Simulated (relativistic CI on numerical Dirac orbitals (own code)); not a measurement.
Electric-dipole lines of Pt9+

Computed by Dirac-Coulomb-Breit CI, orbitals from a KLI potential per configuration, QED by a radiative potential, valence Slater integrals scaled by 0.9, P86 correlation estimate, and configurations built on the next ion tied to the tabulated ionisation energy (semi-empirical) (own radial code, finite nucleus).

Configurations in the expansion (outside the closed core [Kr] 4d10): 4f14.5s2.5p6.5d, 4f14.5s2.5p6.6s, 4f14.5s2.5p6.6p, 4f14.5s2.5p6.6d, 4f14.5s2.5p6.7s, 4f14.5s2.5p6.5f, 4f14.5s2.5p6.6f, 4f14.5s2.5p5.5d2, 4f14.5s2.5p6.5g, 4f14.5s2.5p4.5d3, 4f14.5s.5p6.5d2, 4f14.5s2.5p5.5d.5f, 4f12.5s2.5p6.5d3, 4f14.5s2.5p6.7p, 4f13.5s2.5p6.5d2, 4f14.5s2.5p5.6s2, 4f14.5s2.5p5.5d.6s, 4f14.5s2.5p5.5d.5g, 4f14.5s2.5p6.7d, 4f14.5s2.5p5.6s.6p, 4f14.5p6.5d3, 4f14.5s.5p6.5d.5f, 4f13.5s2.5p6.6s2, 4f14.5s2.5p4.5d.5f2. Levels of other configurations are missing.

| λ vac (nm) | Lower | Upper | A (s⁻¹) | E lower (eV) | E upper (eV) |
| --- | --- | --- | --- | --- | --- |
| 14.063 | 4f14.5s2.5p6.5d 2D_5/2 [2] | 4f14.5s2.5p6.6f 2F°_7/2 [108] | 2.31e+10 | 2.3115 | 90.4773 |
| 14.851 | 4f14.5s2.5p6.5d 2D_3/2 [1] | 4f14.5s2.5p6.7p 2P°_1/2 [56] | 5.48e+10 | 0.0000 | 83.4878 |
| 23.123 | 4f14.5s2.5p6.5d 2D_5/2 [2] | 4f14.5s2.5p6.5f 2F°_7/2 [11] | 7.80e+09 | 2.3115 | 55.9315 |
| 27.080 | 4f14.5s2.5p6.5d 2D_5/2 [2] | 4f14.5s2.5p6.6p 2P°_3/2 [5] | 2.84e+10 | 2.3115 | 48.0964 |
| 28.627 | 4f14.5s2.5p6.5d 2D_3/2 [1] | 4f14.5s2.5p6.6p 2P°_1/2 [4] | 2.94e+10 | 0.0000 | 43.3105 |
| 36.568 | 4f14.5s2.5p6.5f 2F°_5/2 [9] | 4f14.5s2.5p6.5g 2G_7/2 [90] | 1.29e+10 | 55.2583 | 89.1634 |
| 37.301 | 4f14.5s2.5p6.5f 2F°_7/2 [11] | 4f14.5s2.5p6.5g 2G_9/2 [91] | 1.19e+10 | 55.9315 | 89.1707 |
| 37.770 | 4f14.5s2.5p6.5f 2F°_5/2 [12] | 4f14.5s2.5p6.5g 2G_7/2 [90] | 1.40e+10 | 56.3371 | 89.1634 |
| 42.557 | 4f14.5s2.5p6.6p 2P°_3/2 [5] | 4f14.5s2.5p6.7s 2S_1/2 [46] | 1.94e+10 | 48.0964 | 77.2298 |
| 50.248 | 4f14.5s2.5p6.6p 2P°_1/2 [4] | 4f14.5s2.5p6.6d 2D_3/2 [37] | 1.95e+10 | 43.3105 | 67.9849 |
| 56.903 | 4f14.5s2.5p6.6d 2D_3/2 [37] | 4f14.5s2.5p6.6f 2F°_5/2 [98] | 8.43e+09 | 67.9849 | 89.7735 |
| 57.243 | 4f14.5s2.5p6.6d 2D_5/2 [38] | 4f14.5s2.5p6.6f 2F°_7/2 [108] | 1.55e+10 | 68.8179 | 90.4773 |
| 59.833 | 4f14.5s2.5p6.6p 2P°_3/2 [5] | 4f14.5s2.5p6.6d 2D_5/2 [38] | 1.61e+10 | 48.0964 | 68.8179 |
| 62.340 | 4f14.5s2.5p6.6p 2P°_3/2 [5] | 4f14.5s2.5p6.6d 2D_3/2 [37] | 2.42e+09 | 48.0964 | 67.9849 |
| 70.859 | 4f14.5s2.5p6.6s 2S_1/2 [3] | 4f14.5s2.5p6.6p 2P°_3/2 [5] | 5.57e+09 | 30.5991 | 48.0964 |
| 74.665 | 4f14.5s2.5p6.6d 2D_5/2 [38] | 4f14.5s2.5p6.7p 2P°_3/2 [62] | 5.91e+09 | 68.8179 | 85.4232 |
| 97.538 | 4f14.5s2.5p6.6s 2S_1/2 [3] | 4f14.5s2.5p6.6p 2P°_1/2 [4] | 2.15e+09 | 30.5991 | 43.3105 |
| 103.59 | 4f14.5s2.5p6.7p 2P°_1/2 [56] | 4f14.5s2.5p6.7d 2D_3/2 [151] | 3.84e+09 | 83.4878 | 95.4566 |
| 118.59 | 4f14.5s2.5p6.7p 2P°_3/2 [62] | 4f14.5s2.5p6.7d 2D_5/2 [154] | 4.48e+09 | 85.4232 | 95.8783 |
| 151.32 | 4f14.5s2.5p6.7s 2S_1/2 [46] | 4f14.5s2.5p6.7p 2P°_3/2 [62] | 1.59e+09 | 77.2298 | 85.4232 |

Terms are leading LS components. Brackets give the number of a level in order of energy, since labels repeat. The list gives strong lines, with weight on those to low levels, without configurations that were not tied to measured data, without lines whose two gauges differ by over a factor of 2.5, among the lowest 300 of 3424 levels, so that lines to higher ones, which can be the strongest, are missing. Levels whose partners in the same complex of configurations lie outside the list can be far off, and so can their lines. Rates are taken at the computed energies, electric ones in the length gauge.

Configurations that consist of the next ion and one excited electron were tied to the tabulated ionisation energy; Rydberg ones are usually within 1,000 to 3,000 cm⁻¹ and the lowest ones within about 6,000 (9,000 in d shells), while levels on excited terms of the next ion carry the error of that term, and the other configurations can be misplaced by 10,000 cm⁻¹ or more. Rates follow the energies as ν³ (E1, M1) or ν⁵ (E2), so rates, branching and lifetimes can be off by large factors. Levels and lines within the n = 5 or 6 shells can be off by up to 10 % or somewhat more, and those that change n by about 2 %, since core polarisation is missing. Levels that differ in their count of f electrons can be misplaced by several ten thousand cm⁻¹, since the correlation energy of f electrons is missing or only estimated; rates across such gaps can be off by orders of magnitude.

(1) From the table, what is the radiative lifetime of 4f14.5s2.5p6.6f 2F°_7/2?

Results:

(1) The listed rates from this level add up to about 3.86e+10 s⁻¹, 100 % of its decay; with all channels τ = 2.59e-11 s.

LS names give the leading component of a level, which can be under half, so a name can repeat, a term be missing and a line seem to break the LS rules.
